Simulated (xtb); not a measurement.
H3Si (SMILES [SiH3]), doublet, from a rough starting geometry; GFN2-xTB (xtb).

xtb was given this input:
```
$ xtb mol.xyz --gfn 2 --uhf 1 --opt vtight --json

# file mol.xyz
4

Si    -0.02389085     0.00122699     0.22921403
H     -0.62652836     1.29416516    -0.05567906
H      1.40955441    -0.16059927    -0.12026023
H     -0.78403355    -1.17775137    -0.02283873
```

What the program printed (banner, timings and long lists left out):

```
   ID    Z sym.   atoms
    1   14 Si     1
    2    1 H      2-4

           -------------------------------------------------
          |                Calculation Setup                |
           -------------------------------------------------

           -------------------------------------------------
          |                 G F N 2 - x T B                 |
           -------------------------------------------------

          ...................................................
          :                      SETUP                      :
          :.................................................:
          :  # basis functions                  13          :
          :  # atomic orbitals                  12          :
          :  # shells                            6          :
          :  # electrons                         7          :
          :  max. iterations                   250          :
          :  Hamiltonian                  GFN2-xTB          :
          :  restarted?                      false          :
          :  GBSA solvation                  false          :
          :  PC potential                    false          :
          :  electronic temp.          300.0000000     K    :
          :  accuracy                    1.0000000          :
          :  -> integral cutoff          0.2500000E+02      :
          :  -> integral neglect         0.1000000E-07      :
          :  -> SCF convergence          0.1000000E-05 Eh   :
          :  -> wf. convergence          0.1000000E-03 e    :
          :  Broyden damping             0.4000000          :
          :  net charge                          0          :
          :  unpaired electrons                  1          :
          ...................................................

 iter      E             dE          RMSdq      gap      omega  full diag
   1     -3.1968216 -0.319682E+01  0.441E+00    3.09       0.0  T
   2     -3.2194126 -0.225910E-01  0.289E+00    2.90       1.0  T
   3     -3.2198333 -0.420728E-03  0.162E+00    2.84       1.0  T
   4     -3.2198524 -0.190750E-04  0.909E-02    2.81       1.0  T
   5     -3.2198526 -0.205107E-06  0.201E-02    2.81       2.5  T
   6     -3.2198526 -0.337372E-08  0.578E-03    2.81       8.7  T
   7     -3.2198526 -0.250176E-08  0.130E-03    2.81      38.6  T
   8     -3.2198526 -0.956146E-10  0.737E-04    2.81      67.8  T
   9     -3.2198526 -0.229443E-09  0.205E-04    2.81     243.7  T

[...]
         :: total energy              -3.189439939553 Eh    ::
 * total energy  :    -3.1894399 Eh     change       -0.1020473E-10 Eh
 * total energy  :    -3.1901568 Eh     change       -0.7169056E-03 Eh
 * total energy  :    -3.1901162 Eh     change        0.4062604E-04 Eh
 * total energy  :    -3.1902868 Eh     change       -0.1705354E-03 Eh
 * total energy  :    -3.1902880 Eh     change       -0.1256111E-05 Eh
 * total energy  :    -3.1902888 Eh     change       -0.8063106E-06 Eh
 * total energy  :    -3.1902888 Eh     change       -0.2349319E-08 Eh
   *** GEOMETRY OPTIMIZATION CONVERGED AFTER 7 ITERATIONS ***
         :: total energy              -3.190288819326 Eh    ::
[...]
         9                         -0.0833091              -2.2670
        10                          0.5821774              15.8419
        11                          0.6905323              18.7903
        12                          0.6905741              18.7915
      -------------------------------------------------------------
                  HL-Gap            0.1090513 Eh            2.9674 eV
             Fermi-level           -0.2818786 Eh           -7.6703 eV

     #   Z          covCN         q      C6AA      α(0)
     1  14 Si       2.765     0.279   184.623    29.836
     2   1 H        0.922    -0.093     5.323     3.608
     3   1 H        0.922    -0.093     5.323     3.608
     4   1 H        0.922    -0.093     5.322     3.608

 Mol. C6AA /au·bohr⁶  :        412.691816
 Mol. C8AA /au·bohr⁸  :      19082.266178
 Mol. α(0) /au        :         40.660458

Wiberg/Mayer (AO) data.
largest (>0.10) Wiberg bond orders for each atom

 ---------------------------------------------------------------------------
     #   Z sym  total        # sym  WBO       # sym  WBO       # sym  WBO
 ---------------------------------------------------------------------------
     1  14 Si   2.697 --     2 H    0.899     4 H    0.899     3 H    0.899
     2   1 H    0.991 --     1 Si   0.899
     3   1 H    0.991 --     1 Si   0.899
     4   1 H    0.991 --     1 Si   0.899
 ---------------------------------------------------------------------------

Topologies differ in total number of bonds
Writing topology from bond orders to xtbtopo.mol

molecular dipole:
                 x           y           z       tot (Debye)
 q only:        0.006       0.002       0.167
   full:       -0.002      -0.001      -0.055       0.140
molecular quadrupole (traceless):
                xx          xy          yy          xz          yz          zz
 q only:       -0.523       0.000      -0.525       0.055       0.013       1.048
  q+dip:        0.111       0.000       0.111      -0.011      -0.002      -0.222
   full:       -0.065       0.000      -0.065       0.008       0.004       0.131

optimized geometry written to: xtbopt.xyz

           -------------------------------------------------
          | TOTAL ENERGY               -3.190288819326 Eh   |
          | GRADIENT NORM               0.000020239276 Eh/α |
          | HOMO-LUMO GAP               2.967437741981 eV   |
           -------------------------------------------------
```
